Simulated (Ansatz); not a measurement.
Reaction (homolysis of the H–In bond): `[Cl][InH2]` → H• + `[Cl][InH]`•

Calculated with Ansatz (gas phase, PBE0-D4/def2-TZVP geometries, no zero-point term in ΔE). CBS: MP2 limit from def2 TZ/QZ plus the TZ coupled-cluster correction, frozen cores. This one scheme is used for every species, atoms too. DFT in def2-TZVPP. Open shells (•) are unrestricted, without spin–orbit coupling. def2 core potentials past Kr. For In outer-core shells are correlated without core-valence functions, so the limit isn't a true one: a few kJ/mol of doubt a bond, and 10 to 20 or more in all where bonds break to atoms.

Task: What is ΔE at CCSD(T)/CBS? (Best estimate.)

Result: The calculation gave: +310.8 kJ/mol.

Task: What do these levels give: r2SCAN-D4, PBE0-D4, B2PLYP, revPBE, r2SCANh, r2SCAN0, CAM-B3LYP, MP2/def2-SVP, MP2/def2-TZVPP, SCS-MP2/def2-TZVPP, MP2/CBS(def2), CCSD/CBS(def2)? (An estimate is asked.)

Result: Computed: r2SCAN-D4 289.9, PBE0-D4 289.5, B2PLYP 294.7, revPBE 275.7, r2SCANh 290.4, r2SCAN0 291.8, CAM-B3LYP 302.0, MP2/def2-SVP 281.4, MP2/def2-TZVPP 295.2, SCS-MP2/def2-TZVPP 305.3, MP2/CBS(def2) 300.9, CCSD/CBS(def2) 309.9 kJ/mol.

Task: What do rigid-rotor, harmonic-oscillator terms from PBE0-D4/def2-TZVP frequencies (298.15 K, 1 bar) make of the CCSD(T)/CBS value? (Estimate.)

Result: Computed: ΔZPE = -20.0 kJ/mol, ΔH = +296.1 kJ/mol, ΔS = 119 J/(mol·K), ΔG = +260.5 kJ/mol. Open shells count their whole term as degenerate.

Largest T1 diagnostic among the species: 0.018.

At CCSD(T), def2-SVP lies −19.3 kJ/mol from the extrapolated value and def2-TZVPP −5.7 kJ/mol: correlation converges slowly with the basis, and small sets miss more of it in the bonded molecule than in its fragments. In def2-TZVPP, CCSD(T) changes the Hartree–Fock value by +81.5 kJ/mol (the triples alone add +0.8 kJ/mol) and MP2 by +71.6 kJ/mol; breaking electron pairs costs correlation energy, which Hartree–Fock lacks.
